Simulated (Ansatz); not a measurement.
Tuning the range parameter of LC-ωPBE so that −HOMO meets the ionisation energy; basis def2-SVP, Ansatz. System: the cluster As₄P (the lowest doublet isomer of a short search). Total charge 0; doublet. Geometry: B3LYP-D4/def2-SVP. The ionised state is a singlet, and HOMO is the level of the spin that leaves.

Geometry of the doublet:

```xyz
5

P    -0.729   -0.295   -1.453
As    0.405    1.568   -0.625
As    0.317   -0.996    1.779
As    1.398   -0.730   -0.430
As   -1.391    0.453    0.730
```

The structure comes from a short search, and lower isomers may exist.

```
ω (1/bohr)  HOMO (eV)  LUMO (eV)  vertical IE (eV)  HOMO + IE (eV)
       0.1      -6.09      -2.39              7.25            1.16
      0.15      -6.65      -1.92              7.34            0.69
       0.2      -7.11      -1.58              7.47            0.36
       0.3      -7.79      -1.14              7.74           -0.06
```

(1) Where does the tuning condition hold?

Results:

(1) Near ω = 0.29 bohr⁻¹, by linear interpolation.
